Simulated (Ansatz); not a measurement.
CH₆GeOSi (`[SiH3][GeH]1[CH2][O]1`). The species carries charge 0 and has multiplicity 1. Correlated methods include outer-core shells of Ge, which these sets cover unevenly. Scalar relativity is left out up to krypton.

```xyz
10

Si   -0.899    1.557   -0.470
Ge    0.284   -0.066    0.775
C     1.002   -1.623   -0.073
O    -0.336   -1.757    0.358
H    -2.290    1.685    0.033
H    -0.212    2.869   -0.348
H    -0.903    1.117   -1.886
H     0.471    0.062    2.292
H     1.150   -1.623   -1.154
H     1.731   -2.223    0.473
```

Task: Give the diagnostics of a CCSD(T)/def2-TZVPP run (frozen core, Ansatz). (Best estimate.)

Result: Ansatz gave: T1 = 0.0147, largest single amplitude 0.037, largest double 0.061, (T) share of the correlation energy 4.0 %, 10 CCSD cycles. The RHF solution is stable towards an unrestricted one. T1 lies under the customary mark of 0.02 for closed shells.
